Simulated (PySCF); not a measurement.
# `[SiH3]C[Si@@H]([SiH3])P`, CH₁₁PSi₃

Molfile (atoms numbered from 1):
```
CH11PSi3
     RDKit          3D

 16 15  0  0  0  0  0  0  0  0999 V2000
   -2.0597   -1.0538   -0.0080 Si  0  0  0  0  0  4  0  0  0  0  0  0
   -1.0188   -0.3841    1.4097 C   0  0  0  0  0  0  0  0  0  0  0  0
    0.5968    0.4658    0.9204 Si  0  0  1  0  0  4  0  0  0  0  0  0
    1.9408   -0.9473   -0.3875 Si  0  0  0  0  0  4  0  0  0  0  0  0
    0.3287    2.3786   -0.2718 P   0  0  0  0  0  0  0  0  0  0  0  0
   -2.5452    0.0580   -0.8810 H   0  0  0  0  0  0  0  0  0  0  0  0
   -1.2405   -1.9838   -0.8462 H   0  0  0  0  0  0  0  0  0  0  0  0
   -3.2457   -1.8008    0.5116 H   0  0  0  0  0  0  0  0  0  0  0  0
   -1.6274    0.3247    1.9978 H   0  0  0  0  0  0  0  0  0  0  0  0
   -0.7677   -1.2247    2.0809 H   0  0  0  0  0  0  0  0  0  0  0  0
    1.3510    0.8511    2.1562 H   0  0  0  0  0  0  0  0  0  0  0  0
    1.4119   -1.0212   -1.7850 H   0  0  0  0  0  0  0  0  0  0  0  0
    3.3418   -0.4279   -0.4359 H   0  0  0  0  0  0  0  0  0  0  0  0
    1.9566   -2.3307    0.1851 H   0  0  0  0  0  0  0  0  0  0  0  0
   -0.7211    2.8806    0.5592 H   0  0  0  0  0  0  0  0  0  0  0  0
   -0.5710    1.7809   -1.2071 H   0  0  0  0  0  0  0  0  0  0  0  0
  1  2  1  0
  2  3  1  0
  3  4  1  0
  3  5  1  0
  1  6  1  0
  1  7  1  0
  1  8  1  0
  2  9  1  0
  2 10  1  0
  3 11  1  1
  4 12  1  0
  4 13  1  0
  4 14  1  0
  5 15  1  0
  5 16  1  0
M  END
```

Computed, not measured: GIAO CAM-B3LYP/pcSseg-1 magnetisability, rotational g tensor and spin-rotation constants, non-relativistic, gas phase (PySCF). Geometry: PBE0-D3(BJ)/def2-SVP.

Q: Give the nuclear spin-rotation constants along the inertial axes (H = +C I·J) beside the isotropic shieldings.

A: Rotational constants 1.6990, 1.2910, 0.9050 GHz. A star marks the isotopologue with that one atom substituted, in its own axes.
```
atom  isotope  Caa (kHz)  Cbb (kHz)  Ccc (kHz)  mean (kHz)  σ (ppm)
  P5      31P      1.819      1.157      0.823       1.266    573.0
  H6       1H     -0.141     -0.020     -0.039      -0.067     27.4
  H7       1H     -0.142      0.004     -0.058      -0.066     27.6
  H8       1H      0.056     -0.115     -0.076      -0.045     27.4
  H9       1H     -0.183     -0.039     -0.081      -0.101     31.4
 H10       1H     -0.166     -0.087     -0.056      -0.103     31.3
 H11       1H     -0.119     -0.109      0.018      -0.070     27.0
 H12       1H     -0.154     -0.116      0.026      -0.081     27.9
 H13       1H      0.041     -0.105     -0.085      -0.050     27.9
 H14       1H     -0.093     -0.024     -0.071      -0.063     27.9
 H15       1H     -0.139     -0.038     -0.079      -0.085     29.7
 H16       1H     -0.089     -0.135     -0.035      -0.087     29.6
 Si1    29Si*     -0.947     -0.735     -0.470      -0.718    416.9
  C2     13C*      0.212      0.110      0.107       0.143    190.2
 Si3    29Si*     -0.915     -0.779     -0.571      -0.755    385.3
 Si4    29Si*     -0.875     -0.655     -0.468      -0.666    446.8
```
For the geometry as given, no vibrational averaging.
